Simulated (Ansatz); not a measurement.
`[SiH3]OC[SiH2]S` + H₂ → `[SiH3]S` + `CO[SiH3]` at 400 K and 1 bar (hydrogenolysis of the Si–C bond).

Calculated with Ansatz (gas phase, PBE0-D4/def2-TZVP geometries, no zero-point term in ΔE). CCSD(T)/CBS is the MP2 limit (def2-TZVPP, def2-QZVPP) plus CCSD(T) − MP2 in def2-TZVPP, frozen cores. This one scheme is used for every species. One conformer a species, not always the lowest.

```csv
species,CCSD(T)/CBS energy (Eh),H − E (kJ/mol),S (J/(mol·K))
`[SiH3]OC[SiH2]S`,-1094.01738,261.6,441.1
H₂,-1.17544,38.0,139.0
`[SiH3]S`,-689.27336,109.8,293.0
`CO[SiH3]`,-405.93001,201.0,323.1
```

H − E and S are ideal-gas, rigid-rotor, harmonic terms from PBE0-D4/def2-TZVP, for one conformer and one mirror image of each species. The MP2-based limit puts H₂ 0.8 mEh under its directly extrapolated value; such offsets cancel only in part. 1 Eh = 2625.50 kJ/mol, R = 8.31446 J/(mol·K).

Q: By hand: ΔE, ΔH, ΔS and ΔG.

A: ΔE = (-689.27336) + (-405.93001) − (-1094.01738) − (-1.17544) = -0.01055 Eh = -27.7 kJ/mol. Δ(H − E) = 109.8 + 201.0 − 261.6 − 38.0 = 11.2, so ΔH = -16.5 kJ/mol. ΔS = 293.0 + 323.1 − 441.1 − 139.0 = 36.0 J/(mol·K). ΔG = -16.5 − 400 × (36.0)/1000 = -30.9 kJ/mol.

Q: By hand: the equilibrium constant, and the temperature at which ΔG would vanish if ΔH and ΔS stayed fixed.

A: log₁₀ K = −ΔG/(RT ln 10) = 4.0. ΔH and −TΔS have one sign here, so there is no such temperature.

TΔS isn't small against ΔH here. A doubt of 5 kJ/mol in ΔE shifts log₁₀ K by 0.7 here. Other conformers and mirror images would add mixing entropy, several J/(mol·K) or more a flexible species. Modes under 60 cm⁻¹, often nearly free rotors, make the harmonic entropy too high. These are equilibria of isolated gas molecules and say nothing of rates. Largest T1 diagnostic: 0.012 (customary marks: 0.02 for closed shells, 0.045 for open ones).
